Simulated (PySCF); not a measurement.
# What settings do to a single point of Pr2O(OH)4

The sound run of Pr2O(OH)4 (singlet in the valence; each metal's 4f electrons, 2 of them, lie in its core potential, out of spins and levels) uses PySCF 2.14.0, RKS r2SCAN, Pr lcecp-1-SVP with ECP48, O def2-SVP, H def2-SVP; non-relativistic Hamiltonian with scalar-relativistic core potentials where named; density fitting; no spin-orbit coupling, grid (50, 194), threshold 1e-8 Eh and 55 cycles, at the relaxed geometry:

```xyz
11

Pr    0.0000    0.0000    2.2679
Pr    0.0000    0.0000   -2.0565
O     0.0000    0.0000    0.1059
O     0.0000    1.9249    3.2539
H     0.0000    2.7807    3.6884
O     0.0000   -1.9249    3.2539
H     0.0000   -2.7807    3.6884
O     0.0000    1.9250   -3.0423
H     0.0000    2.7775   -3.4827
O     0.0000   -1.9250   -3.0423
H     0.0000   -2.7775   -3.4827
```

There Pr1 has a Mulliken charge of 1.12 e and the dipole about the centre of mass is 0.03 D. Each run below changes one thing and starts from free metal ions and neutral atoms unless it says otherwise; with 55 cycles, smearing, a level shift and second-order steps follow where DIIS fails, and their cycles count. Energy shifts count from the sound run. On f atoms grids over 110 angular points are at least (60, 302).

```tsv
change	outcome	cycles	energy shift (eV)	largest force component (eV/Å)	charge on Pr1 (e)	dipole about the centre of mass (D)
start from a density of up to 30 smeared cycles (not counted)	converged	8	0.0000	0.01	1.12	0.03
cycle limit 3	not converged	3	–	–	–	–
grid (99, 590)	converged	9	-0.0062	0.06	1.12	0.03
all coordinates × 1.12	converged	10	4.19	3.84	1.20	0.03
Pr2 put 1.1 Å from Pr1, limit 69 cycles	not converged	69	–	–	–	–
```

How does the run with this change end: threshold 1e-06?

outcome converged, cycles 8, energy shift (eV) 0.0000, largest force component (eV/Å) 0.01, charge on Pr1 (e) 1.12, dipole about the centre of mass (D) 0.03.

Forces carry noise of the integration grid, about 0.01 to 0.03 eV/Å.

No frequency check is given that shows the relaxed geometry to be a minimum. An lcecp potential fixes the number of 4f electrons, so in runs with it no electron can move into or out of that shell.
